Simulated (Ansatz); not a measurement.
Program: Ansatz. Geometries: PBE0-D4/def2-TZVP. ΔE: electronic, gas phase. CBS: MP2 limit from def2 TZ/QZ plus the TZ coupled-cluster correction, frozen cores. Each species was taken in one conformer, which may not be the lowest.

Reaction (formal exchange of groups at the Si–C bond): `[SiH3]C1=CC1` + `CO[CH2][AlH][OH]` → `CO[CH2][AlH][SiH3]` + `OC1=CC1`

| species | CCSD(T)/CBS(def2) energy (Eh) |
| --- | --- |
| `[SiH3]C1=CC1` | -406.74864 |
| `CO[CH2][AlH][OH]` | -472.70342 |
| `CO[CH2][AlH][SiH3]` | -687.73535 |
| `OC1=CC1` | -191.62882 |

Problem. Work out ΔE.

Solution. ΔE = (-687.73535) + (-191.62882) − (-406.74864) − (-472.70342) = 0.08789 Eh = +230.8 kJ/mol.

Largest T1 diagnostic among the species: 0.012.

From PBE to PBE0 (25 % exact exchange), in def2-TZVPP and without D4, ΔE moves by +7.8 kJ/mol.
